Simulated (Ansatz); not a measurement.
C2H2 (SMILES C#C) at its CCSD(T)/cc-pVTZ minimum, average atomic masses, point group D∞h.
(charge 0, multiplicity 1):
```xyz
4

C      0.000     0.000    -0.605
C      0.000     0.000     0.605
H      0.000     0.000    -1.669
H      0.000     0.000     1.669
```

Correlated levels freeze the cores.

Codes used: Ansatz (a first-principles code) with Gaussian orbitals. Values without a source in brackets are computed.

Harmonic frequencies (cm⁻¹): 577 577 746 746 2000 3410 3510.

Task: Work out the rotational constants, the zero-point energy, and the ideal-gas entropy and heat capacity at 298.15 K and 1 bar (rigid rotor, harmonic oscillator).

Result: 
Principal moments 14.401 u Å² give 16.8576/I = 1.171 cm⁻¹. Zero point: Σω/2 = 5784 cm⁻¹ = 16.54 kcal/mol. Translation R(1.5 ln M + 2.5 ln T − 1.1517) with M = 26.038 u: 149.51 J/(mol K). Rotation with σ = 2: q = 88.5, S = R(ln q + 1) = 45.59. Vibration, summed over R(u/(eᵘ − 1) − ln(1 − e⁻ᵘ)) with u = 1.43878ω/T: 6.25, of which the lowest mode gives 2.05. S° = 201.3 J/(mol K); C_p = 7R/2 + 15.31 = 44.41 J/(mol K).
